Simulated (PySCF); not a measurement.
**Stationary points of H3MoN**

All numbers come from PBE0 in PySCF with Mo def2-TZVP with ECP28, N def2-TZVP, H def2-TZVP; scalar-relativistic core potentials, no spin–orbit coupling; density-fitted integrals.

Relaxations began from a few typed shapes. The search is not exhaustive: other isomers or separated fragments can lie lower, and high-lying points may rest on an excited occupation.

Order these stationary points by electronic energy, lowest first, in kJ/mol from the lowest minimum.
A. singlet Cs: Mo–H 1.640 Å, Mo–H 1.676 Å (×2), Mo–N 1.613 Å; H–Mo–H 57.8° (×2), H–Mo–H 114.8°, H–Mo–N 94.4°, H–Mo–N 97.0° (×2)
B. singlet C3v: Mo–H 1.699 Å (×3), Mo–N 1.612 Å; H–Mo–H 118.3° (×3), H–Mo–N 97.5° (×3)

B (0.0), A (9.2).

Which of them are minima?

By energy in kJ/mol, 0.0: minimum; 9.2: minimum.

For the lowest minimum: stability towards spin polarisation was not tested.
